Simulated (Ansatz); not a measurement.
[closo-2-(I)B5H4]2- (B₅H₄I²⁻). The state is a singlet with charge -2. Geometry PBE0-D4/def2-SVPD; atoms count from 1.

```tsv
atom	x (Å)	y (Å)	z (Å)
B1	-0.7080	-0.4872	-0.2531
B2	0.0895	1.1020	-0.1711
B3	0.6517	-0.1719	-1.1339
B4	-0.4914	0.2822	1.1913
B5	0.8930	-0.4259	0.5224
I6	-2.5377	-1.7459	-0.9063
H7	0.1462	2.3059	-0.3786
H8	1.1540	-0.4000	-2.2183
H9	-1.0469	0.4737	2.2566
H10	1.8496	-0.9330	1.0911
```

In the def2 sets I takes a core potential; there is no spin–orbit coupling. A multiply charged anion in the gas phase is held together partly by the finite basis. The highest occupied level of the charge -2 singlet lies above zero (up to 3.35 eV). The electron is either unbound and held by the finite basis, or the level is raised by self-interaction error.

Q: Estimate the Mulliken populations from the PBE0/def2-TZVPD orbitals of Ansatz.

A: 
```tsv
atom	charge (e)
B1	-0.32
B2	-0.68
B3	0.34
B4	0.34
B5	-0.68
I6	-0.55
H7	-0.09
H8	-0.13
H9	-0.13
H10	-0.09
```
Mulliken values depend strongly on the basis. With diffuse functions, as here, like atoms can get unlike values, and bond orders can come out too low or too high.

Q: And the Mayer bond orders between heavy atoms (over 0.3)?

A: B1–B2 1.06 (1.78 Å); B1–B3 0.90 (1.65 Å); B1–B4 0.90 (1.65 Å); B1–B5 1.06 (1.78 Å); B2–B3 0.88 (1.69 Å); B2–B4 0.88 (1.69 Å); B2–B5 1.11 (1.86 Å); B3–B4 0.77 (2.63 Å); B3–B5 0.88 (1.69 Å); B4–B5 0.88 (1.69 Å).
